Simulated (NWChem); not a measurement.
C4H4OSi; SMILES [SiH2]1OC(C#C)=C1

```xyz
10

C     -0.0972     3.0397     0.0000
C     -0.0156     1.8299     0.0000
C      0.0985     0.4098     0.0000
C      1.1929    -0.3992     0.0000
Si    -0.0452    -1.7623     0.0000
O     -1.0565    -0.3433     0.0000
H     -0.1725     4.1121     0.0000
H      2.2421    -0.1181     0.0000
H     -0.2461    -2.5904    -1.2200
H     -0.2461    -2.5904     1.2200
```
Atoms are numbered in this order, from 1.

Level: PBE0/def2-SVP (NWChem), optimised geometry, unscaled harmonic frequencies. 

Question: List the harmonic frequencies with IR intensities, and the thermochemistry.

Answer: 
| frequency (cm⁻¹) | IR intensity (km/mol) |
|---|---|
| 117 | 6.5 |
| 169 | 3.9 |
| 320 | 0.5 |
| 503 | 17.1 |
| 535 | 0.4 |
| 578 | 0.2 |
| 640 | 42.1 |
| 698 | 27.6 |
| 705 | 26.0 |
| 712 | 14.1 |
| 719 | 25.4 |
| 743 | 13.7 |
| 757 | 76.8 |
| 805 | 68.7 |
| 970 | 192.7 |
| 987 | 22.0 |
| 1072 | 56.7 |
| 1290 | 173.9 |
| 1599 | 106.8 |
| 2240 | 25.4 |
| 2265 | 122.3 |
| 2272 | 115.7 |
| 3307 | 3.8 |
| 3487 | 90.5 |

- zero-point energy: 39.3 kcal/mol
- thermal correction to the enthalpy at 298.15 K (with zero-point energy): 43.7 kcal/mol
- heat capacity Cv: 22.5 cal/(mol K)
- entropy at 298.15 K and 1 atm (symmetry number 1): 77.4 cal/(mol K)
- dipole moment: 1.20 D

Rigid rotor and harmonic oscillator.
